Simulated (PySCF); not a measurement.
**SMILES CC(=O)CC(Cl)Cl, C4H6Cl2O**

Molfile (atoms numbered from 1):
```
C4H6Cl2O
     RDKit          3D

 13 12  0  0  0  0  0  0  0  0999 V2000
   -1.9072    0.5027   -0.0871 C   0  0  0  0  0  0  0  0  0  0  0  0
   -0.7677   -0.2550   -0.7036 C   0  0  0  0  0  0  0  0  0  0  0  0
   -0.8977   -1.2831   -1.3107 O   0  0  0  0  0  0  0  0  0  0  0  0
    0.5983    0.4015   -0.5063 C   0  0  0  0  0  0  0  0  0  0  0  0
    1.6860   -0.6517   -0.4199 C   0  0  0  0  0  0  0  0  0  0  0  0
    1.5225   -1.5583    1.1035 Cl  0  0  0  0  0  0  0  0  0  0  0  0
    3.2992    0.0929   -0.4891 Cl  0  0  0  0  0  0  0  0  0  0  0  0
   -1.8485    1.5572   -0.3447 H   0  0  0  0  0  0  0  0  0  0  0  0
   -1.8368    0.4147    0.9959 H   0  0  0  0  0  0  0  0  0  0  0  0
   -2.8566    0.0883   -0.4146 H   0  0  0  0  0  0  0  0  0  0  0  0
    0.6040    1.0324    0.3822 H   0  0  0  0  0  0  0  0  0  0  0  0
    0.7875    1.0322   -1.3799 H   0  0  0  0  0  0  0  0  0  0  0  0
    1.6125   -1.3733   -1.2364 H   0  0  0  0  0  0  0  0  0  0  0  0
  1  2  1  0
  2  3  2  0
  2  4  1  0
  4  5  1  0
  5  6  1  0
  5  7  1  0
  1  8  1  0
  1  9  1  0
  1 10  1  0
  4 11  1  0
  4 12  1  0
  5 13  1  0
M  END
```

Computed with GIAO BHandHLYP/pcSseg-1 magnetisability, rotational g tensor and spin-rotation constants, non-relativistic, gas phase (PySCF 2.14.0). Geometry: GFN2-xTB.

**Question.** Give the nuclear spin-rotation constants along the inertial axes (H = +C I·J) beside the isotropic shieldings.

**Answer.** Rotational constants 2.7826, 1.0455, 0.8907 GHz. A star marks the isotopologue with that one atom substituted, in its own axes.
| atom | isotope | Caa (kHz) | Cbb (kHz) | Ccc (kHz) | mean (kHz) | σ (ppm) |
| --- | --- | --- | --- | --- | --- | --- |
| Cl6 | 35Cl | 0.899 | 0.108 | 0.345 | 0.451 | 689.0 |
| Cl7 | 35Cl | 0.407 | 0.228 | 0.378 | 0.337 | 703.1 |
| H8 | 1H | -0.324 | -0.003 | -0.068 | -0.131 | 29.7 |
| H9 | 1H | -0.306 | -0.049 | -0.035 | -0.130 | 29.7 |
| H10 | 1H | 0.042 | -0.120 | -0.082 | -0.053 | 29.7 |
| H11 | 1H | -0.312 | -0.131 | 0.051 | -0.131 | 28.7 |
| H12 | 1H | -0.293 | 0.040 | -0.112 | -0.122 | 29.2 |
| H13 | 1H | -0.247 | -0.108 | 0.059 | -0.099 | 25.6 |
| C1 | 13C* | 0.366 | 0.194 | 0.156 | 0.239 | 152.9 |
| C2 | 13C* | 1.587 | 0.266 | 0.419 | 0.757 | -23.3 |
| O3 | 17O* | -1.861 | -0.151 | -0.865 | -0.959 | -330.0 |
| C4 | 13C* | 0.468 | 0.220 | 0.209 | 0.299 | 127.4 |
| C5 | 13C* | 0.618 | 0.222 | 0.239 | 0.359 | 106.4 |

For the geometry as given, no vibrational averaging.

**Question.** How do the rotational constants and the g tensor change when H8, H9, H10, H11, H12, H13 are replaced by deuterium?

**Answer.** Constants 2.5730, 0.9640, 0.8343 GHz; g -0.0224, -0.0070, -0.0134, against -0.0236, -0.0073, -0.0145 before.
